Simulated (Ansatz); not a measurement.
```yaml
crystal:
  periodic: [true, true, true]
  atoms:
    - {symbol: C, position_ang: [0.017462, 0.998487, -0.021564]}
    - {symbol: Ga, position_ang: [0.038684, -0.940052, 0.083412]}
    - {symbol: F, position_ang: [1.197462, -1.772373, 1.099476]}
    - {symbol: Br, position_ang: [-1.328866, -2.383278, -1.026230]}
    - {symbol: H, position_ang: [-0.946552, 1.349226, -0.387313]}
    - {symbol: H, position_ang: [0.222690, 1.421759, 0.962012]}
    - {symbol: H, position_ang: [0.799129, 1.326232, -0.709794]}
basis:
  gaussian: {orbitals: def2-SVP}
magnetization: {spin_polarized: true, initial_magnetization: 0}
hamiltonian: {xc: {name: HF}}
```

```sh
$ ansatz run in.yaml --threads 4 --pin off --events-out ev --progress --plain --max-ram 10444MiB
```

Shortened log:

```
Error: YAML parse error: error: line 2 column 3: crystal: missing field `lattice` (a structure is typed as `lattice` and `atoms`, a molecule's as `atoms` in Å alone, or read from a run's directory, `checkpoint`)
 --> <input>:2:3
1 | crystal:
2 |   periodic: [true, true, true]
3 |   atoms:
4 |     - {symbol: C, position_ang: [0.017462, 0.998487, -0.021564]}
```

(1) Something in this input is off. What?

Answers

(1) The molecule is marked periodic without a cell. The input was rejected before any iteration.
